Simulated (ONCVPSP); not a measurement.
**Before and after: ONCV potential for Ce (Z = 58)**

Ce (Z = 58), optimised norm-conserving Vanderbilt (ONCV), made with ONCVPSP 4.0.1 (PBEsol, fully relativistic). Core [Kr] 4d10, reference 4f1 5s2 5p6 5d1 6s2. Waves: 5s+6s: rc 2.60 bohr, ncon 4, nbas 9, qcut 4.7 1/bohr, 2 projectors; 5p: rc 2.55 bohr, ncon 4, nbas 8, qcut 6.3 1/bohr, 2 projectors, debl 0.7 Ha; 5d: rc 3.80 bohr, ncon 3, nbas 7, qcut 4.7 1/bohr, 2 projectors, debl 2 Ha; 4f: rc 1.70 bohr, ncon 4, nbas 8, qcut 10.9 1/bohr, 2 projectors, debl 2 Ha. Local part: polynomial inside 1.10 bohr (lpopt 5, dvloc0 4 Ha). Core correction: Teter function, fcfact 4.25, rcfact 1.5.

Open shells are filled in proportion to 2j + 1.

In the p channel the program set the typed energies aside and used -0.822, 0.250 Ha (j = l + 1/2; the other j can differ).

All-electron outer shells of the reference configuration (PBEsol, scalar-relativistic, ld1.x):

```csv
shell,level (eV),outermost node (bohr),outermost maximum (bohr)
4d,-110.40,0.31,0.66
5s,-40.61,0.75,1.37
5p,-23.22,0.81,1.55
4f,-5.42,–,0.71
6s,-3.77,1.82,3.72
5d,-3.07,0.92,2.18
```

Change: d: rc 5.26.

Cutoffs: the cutoffs (Ha) at which the residual kinetic energy of the hardest occupied pseudo-wave falls to 1 and 0.1 mHa per electron; they do not see the model core or the augmentation charge, which bear on the density cutoff. Errors are all-electron minus pseudo energies relative to the spin-unpolarised reference configuration.

Question: What does the change do?

Answer: The potential gets neither clearly harder nor softer (47 Ha and 51 Ha → 47 Ha and 51 Ha); both files keep a bound ghost (s); of the 4 tests that both files solve, the error grows in 3 and shrinks in 0 by more than 15 % and 0.3 meV (median size 9.7 → 120.4 meV). More of the atom is replaced by a form fitted at one configuration, so other configurations suffer.

| quantity | base | changed |
| --- | --- | --- |
| cutoff, loose | 47 Ha | 47 Ha |
| cutoff, tight | 51 Ha | 51 Ha |
| loose cutoff by channel | s 7.1 Ha, p 10 Ha, d 5.8 Ha, f 47 Ha | s 7.1 Ha, p 10 Ha, d 4.0 Ha, f 47 Ha |
| bound ghosts | s | s |
| GHOST(+) flags under 300 eV | p3/2 at 68.3 eV, p1/2 at 75.6 eV, d5/2 at 258.3 eV | p3/2 at 68.3 eV, p1/2 at 75.6 eV, d5/2 at 81.7 eV, d3/2 at 85.2 eV |
| error for 4f1 5s2 5p6 5d1 6s1, meV [ΔE 6.10 eV] | -0.8 | +16 |
| error for 4f1 5s2 5p6 5d1 6s0, meV [ΔE 17.14 eV] | -6.7 | +45 |
| error for 4f1 5s2 5p6 5d0 6s0, meV [ΔE 36.27 eV] | +13 | +195 |
| error for 4f0 5s2 5p6 5d1 6s2, meV [ΔE 12.43 eV] | +405 | +351 |
| s: phases at 2.65 bohr within 0.05 rad from the reference energy up to (Ha; the scan ends near 5) | 3.5 | 3.5 |
| p3/2: phases at 2.58 bohr within 0.05 rad from the reference energy up to (Ha; the scan ends near 5) | 2.4 | 2.4 |
| p1/2: phases at 2.58 bohr within 0.05 rad from the reference energy up to (Ha; the scan ends near 5) | 2.7 | 2.7 |
| f7/2: phases at 1.73 bohr within 0.05 rad from the reference energy up to (Ha; the scan ends near 5) | to the end of the scan | to the end of the scan |
| f5/2: phases at 1.73 bohr within 0.05 rad from the reference energy up to (Ha; the scan ends near 5) | to the end of the scan | to the end of the scan |
| rms error of d²Exc/dni dnj with the model core, mHa | 5.04 | 5.12 |

 A true bound ghost makes a file unfit for plane-wave use even where its test errors are small: the radial tests pick states by their node count and pass the ghost by.
